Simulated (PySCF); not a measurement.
## Mayer bond orders and bond lengths

Species: C₂H₁₃NO₂Si₃.
Numbering: `[CH3:1][O:2][SiH:3]([O:4][CH3:5])[N:6]([SiH3:7])[SiH3:8]` (hydrogens: H9, H10, H11 on C1; H12 on Si3; H13, H14, H15 on C5; H16, H17, H18 on Si7; H19, H20, H21 on Si8)

Cartesian coordinates in Å at the GFN2-xTB level; atoms count from 1:
```
atom  x, y, z in Å
C1    -1.358   -2.640   -0.423
O2    -1.617   -1.319   -0.065
Si3   -0.767   -0.047   -0.569
O4    -1.681    1.133    0.046
C5    -1.279    2.462    0.157
N6     0.863   -0.003    0.060
Si7    2.116    0.719   -0.905
Si8    1.049   -0.524    1.715
H9    -1.641   -2.816   -1.463
H10   -0.299   -2.879   -0.305
H11   -1.950   -3.287    0.225
H12   -0.656    0.023   -2.025
H13   -1.293    2.948   -0.821
H14   -0.268    2.530    0.565
H15   -1.977    2.973    0.822
H16    2.372   -0.129   -2.075
H17    1.695    2.055   -1.350
H18    3.305    0.820   -0.063
H19    0.195    0.261    2.610
H20    2.458   -0.314    2.051
H21    0.724   -1.950    1.813
```

Bond orders from the PBE0/pcSseg-1 density (PySCF). Isolated species at its GFN2-xTB geometry (one conformer only).

Question: Where do the orders between heavy atoms depart from those drawn in the SMILES?

Answer: The largest departure is 0.159, at Si3–N6 (drawn single, 0.841). Drawn single, order below 0.88: Si3–N6 (0.841).

Question: Give the Mayer order of every bond, beside its length.

Answer: 
```json
{"bond": "C1–O2", "drawn as": "single", "length (Å)": "1.392", "Mayer order": "0.896"}
{"bond": "O2–Si3", "drawn as": "single", "length (Å)": "1.611", "Mayer order": "1.001"}
{"bond": "Si3–O4", "drawn as": "single", "length (Å)": "1.614", "Mayer order": "1.033"}
{"bond": "O4–C5", "drawn as": "single", "length (Å)": "1.392", "Mayer order": "0.909"}
{"bond": "Si3–N6", "drawn as": "single", "length (Å)": "1.747", "Mayer order": "0.841"}
{"bond": "N6–Si7", "drawn as": "single", "length (Å)": "1.739", "Mayer order": "0.895"}
{"bond": "N6–Si8", "drawn as": "single", "length (Å)": "1.744", "Mayer order": "0.885"}
{"bond": "C1–H9", "drawn as": "single", "length (Å)": "1.093", "Mayer order": "0.969"}
{"bond": "C1–H10", "drawn as": "single", "length (Å)": "1.092", "Mayer order": "0.955"}
{"bond": "C1–H11", "drawn as": "single", "length (Å)": "1.091", "Mayer order": "0.972"}
{"bond": "Si3–H12", "drawn as": "single", "length (Å)": "1.462", "Mayer order": "0.895"}
{"bond": "C5–H13", "drawn as": "single", "length (Å)": "1.093", "Mayer order": "0.965"}
{"bond": "C5–H14", "drawn as": "single", "length (Å)": "1.093", "Mayer order": "0.956"}
{"bond": "C5–H15", "drawn as": "single", "length (Å)": "1.090", "Mayer order": "0.972"}
{"bond": "Si7–H16", "drawn as": "single", "length (Å)": "1.467", "Mayer order": "0.938"}
{"bond": "Si7–H17", "drawn as": "single", "length (Å)": "1.469", "Mayer order": "0.925"}
{"bond": "Si7–H18", "drawn as": "single", "length (Å)": "1.460", "Mayer order": "0.947"}
{"bond": "Si8–H19", "drawn as": "single", "length (Å)": "1.465", "Mayer order": "0.935"}
{"bond": "Si8–H20", "drawn as": "single", "length (Å)": "1.463", "Mayer order": "0.942"}
{"bond": "Si8–H21", "drawn as": "single", "length (Å)": "1.467", "Mayer order": "0.935"}
```

Bonds between the same two heavy elements. C–O: all 2 within 0.02 of one another (0.896 to 0.909). O–Si: lowest O2–Si3 (1.001, 1.611 Å), highest Si3–O4 (1.033, 1.614 Å). N–Si: lowest Si3–N6 (0.841, 1.747 Å), highest N6–Si7 (0.895, 1.739 Å).

Question: Sum the orders of all bonds at each heavy atom with more than one neighbour and set the sums beside the valence in the SMILES.

Answer: C1 3.792 (drawn 4), O2 1.897 (drawn 2), Si3 3.770 (drawn 4), O4 1.942 (drawn 2), C5 3.802 (drawn 4), N6 2.621 (drawn 3), Si7 3.705 (drawn 4), Si8 3.697 (drawn 4). Orders between atoms that aren't bonded are not in these sums.

For a closed shell the Mayer order of atoms A and B is Σ (PS)μν (PS)νμ over the basis functions μ on A and ν on B, with P the density and S the overlap matrix.
